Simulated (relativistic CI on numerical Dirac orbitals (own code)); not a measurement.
Charge states of arsenic

Computed by Dirac-Coulomb-Breit CI, orbitals from a KLI potential per configuration, model QED (radiative potential, 1s self-energy scaled to tabulated hydrogen-like ionisation energies), valence Slater integrals scaled by 0.9 (own radial code, finite nucleus).

Each species is treated in one configuration, given outside its closed core. Radial values are for the open shell of highest l, unscaled and averaged over j; ζ includes the Breit term. Labels give the leading LS character, summed over repeated terms.

| Ion | Configuration | Its lowest level | LS weight (%) | Next level | E (cm⁻¹) | ζ (cm⁻¹) | ⟨r⟩ (bohr) | ⟨r²⟩ (bohr²) |
| --- | --- | --- | --- | --- | --- | --- | --- | --- |
| As²⁴⁺ | 2s2 2p5 | 2P°_3/2 | 100 | 2P°_1/2 | 302310 | 201100 | 0.1705 | 0.03531 |
| As²⁵⁺ | 2s2 2p4 | ? | ? | ? | ? | ? | ? | ? |
| As²⁶⁺ | 2s2 2p3 | 4S°_3/2 | 56 | 2D°_3/2 | 257250 | 214400 | 0.1658 | 0.0333 |
| As²⁷⁺ | 2s2 2p2 | 3P_0 | 83 | 3P_1 | 255630 | 221400 | 0.1636 | 0.03238 |
| As²⁸⁺ | 2s2 2p | 2P°_1/2 | 100 | 2P°_3/2 | 343500 | 228500 | 0.1615 | 0.03152 |
| As²⁹⁺ | 2s2 | 1S_0 | 100 |  |  |  |  |  |
| As³⁰⁺ | 2s | 2S_1/2 | 100 |  |  |  | 0.1851 | 0.04009 |
| As³¹⁺ | 1s2 | 1S_0 | 100 |  |  |  |  |  |

Problem. Fill in the row of As²⁵⁺.

Solution. Its lowest level 3P_2; LS weight (%) 81; Next level 3P_0; E (cm⁻¹) 139500; ζ (cm⁻¹) 207700; ⟨r⟩ (bohr) 0.1681; ⟨r²⟩ (bohr²) 0.03428.
